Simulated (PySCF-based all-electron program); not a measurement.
Results of a calculation; reference values are marked as such.
## Forces on GaAsH6, singlet in several shapes

Method: all-electron DFT (in-house code on PySCF), basis-limit composite values; the spin-free Dirac equation, no spin–orbit coupling, spin-restricted. Forces are good to about 0.006 eV/Å. Atoms are numbered as listed.

Shape A:

```csv
atom,x (Å),y (Å),z (Å)
Ga,0.0000,0.0000,0.0000
As,0.0000,0.0000,2.6680
H,1.5658,0.0000,-0.1397
H,-0.7829,1.3560,-0.1397
H,-0.7829,-1.3560,-0.1397
H,0.6507,1.1270,3.4592
H,-1.3013,0.0000,3.4592
H,0.6507,-1.1270,3.4592
```

PBE forces:

| atom | Fx | Fy | Fz (eV/Å) |
| --- | --- | --- | --- |
| Ga1 | 0.000 | 0.000 | -0.019 |
| As2 | 0.000 | 0.000 | 0.108 |
| H3 | -0.074 | 0.000 | 0.003 |
| H4 | 0.037 | -0.064 | 0.003 |
| H5 | 0.037 | 0.064 | 0.003 |
| H6 | -0.019 | -0.033 | -0.032 |
| H7 | 0.038 | 0.000 | -0.032 |
| H8 | -0.019 | 0.033 | -0.032 |

Shape B:

```xyz
8

Ga    0.0000    0.0000    0.0000
As    0.0000    0.0000    2.9348
H     1.5658    0.0000   -0.1397
H    -0.7829    1.3560   -0.1397
H    -0.7829   -1.3560   -0.1397
H     0.6507    1.1270    3.7260
H    -1.3013    0.0000    3.7260
H     0.6507   -1.1270    3.7260
```

Against shape A, Ga1–As2 goes from 2.668 to 2.935 Å.

Problem. What forces does PBE give in shape B?

Solution. 

| atom | Fx | Fy | Fz (eV/Å) |
| --- | --- | --- | --- |
| Ga1 | 0.000 | 0.000 | 0.118 |
| As2 | 0.000 | 0.000 | -0.406 |
| H3 | -0.077 | 0.000 | 0.083 |
| H4 | 0.039 | -0.067 | 0.083 |
| H5 | 0.039 | 0.067 | 0.083 |
| H6 | -0.023 | -0.040 | 0.013 |
| H7 | 0.046 | 0.000 | 0.013 |
| H8 | -0.023 | 0.040 | 0.013 |

Shape C:

```xyz
8

Ga    0.0000    0.0000    0.0000
As    0.0000    0.0000    2.4012
H     1.5658    0.0000   -0.1397
H    -0.7829    1.3560   -0.1397
H    -0.7829   -1.3560   -0.1397
H     0.6507    1.1270    3.1924
H    -1.3013    0.0000    3.1924
H     0.6507   -1.1270    3.1924
```

Against shape A, Ga1–As2 goes from 2.668 to 2.401 Å.

Problem. What forces does PBE give in shape C?

Solution. 

```csv
atom,Fx,Fy,Fz (eV/Å)
Ga1,0.000,0.000,-0.965
As2,0.000,0.000,1.486
H3,-0.068,0.000,-0.113
H4,0.034,-0.059,-0.113
H5,0.034,0.059,-0.113
H6,-0.012,-0.021,-0.061
H7,0.025,0.000,-0.061
H8,-0.012,0.021,-0.061
```
